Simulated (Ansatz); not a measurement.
BFH₄OSSn, SMILES `OB(F)[S][SnH3]`, relaxed with RKS PBE-D4/def2-SVP in Ansatz from a rough embedded geometry. The force threshold is 0.03 eV/Å; the program also tests the step.

Total charge 0; spin multiplicity 1. Sn: def2 effective core potential.

Start:

```xyz
9

O    -0.800    0.528    2.175
B    -0.145   -0.582    1.477
F    -0.804   -1.854    1.432
S     1.529   -0.397    0.746
Sn    0.579    0.191   -1.443
H    -1.289    1.024    1.426
H     1.824    0.482   -2.597
H    -0.475   -1.081   -1.958
H    -0.419    1.689   -1.258
```

Question: By how much does the energy fall, and how many steps does the optimiser take? (Estimate.)

Answer: Ansatz gave: 106.84 kJ/mol, in 29 steps, 1 of them rejected.

Question: Which bonds change most? (Estimate.)

Answer: The calculation gave: O1–B2 from 1.466 to 1.357 Å; B2–F3 from 1.433 to 1.339 Å; Sn5–H9 from 1.809 to 1.742 Å; O1–H6 from 1.022 to 0.978 Å.

Question: Give the relaxed structure. (Estimate.)

Answer: Ansatz gave: 
```xyz
9

O    -1.095    0.351    1.594
B    -0.198   -0.666    1.658
F    -0.197   -1.403    2.775
S     1.050   -1.177    0.398
Sn    0.473    0.243   -1.509
H    -1.017    0.899    0.789
H     1.933    0.835   -2.199
H    -0.480   -0.643   -2.639
H    -0.468    1.561   -0.867
```
